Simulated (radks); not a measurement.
Values are calculated unless marked as measured or tabulated.
Valence configurations of Cr+ (all share [Ar]). Level of theory: non-relativistic Kohn-Sham, r2SCAN, spin-polarised, spherical densities, point nucleus; open shells are filled with parallel spins first; meta-GGA in the generalised Kohn-Sham scheme (a radial shooting solver on a logarithmic mesh with Libxc functionals). Order these by energy: 3d4.5 4p0.5; 3d3 4s1.5 4p0.5; 3d5; 3d3.5 4s1.5; 3d4.5 4s0.5; 3d4 4p1; 3d3 4s2; 3d4 4s0.5 4p0.5; 3d3.5 4s0.5 4p1; 3d4 4s1.

Answer. From the lowest, in eV above it: 3d5 0.000; 3d4.5 4s0.5 0.848; 3d4 4s1 2.192; 3d4.5 4p0.5 3.022; 3d4 4s0.5 4p0.5 4.572; 3d3.5 4s1.5 5.642; 3d4 4p1 6.882; 3d3.5 4s0.5 4p1 9.219; 3d3 4s2 9.400; 3d3 4s1.5 4p0.5 11.262. NIST lists [Ar] 3d5 as the ground configuration; this level of theory agrees among the configurations tried. The energies are those of spherical high-spin densities, not of single terms.
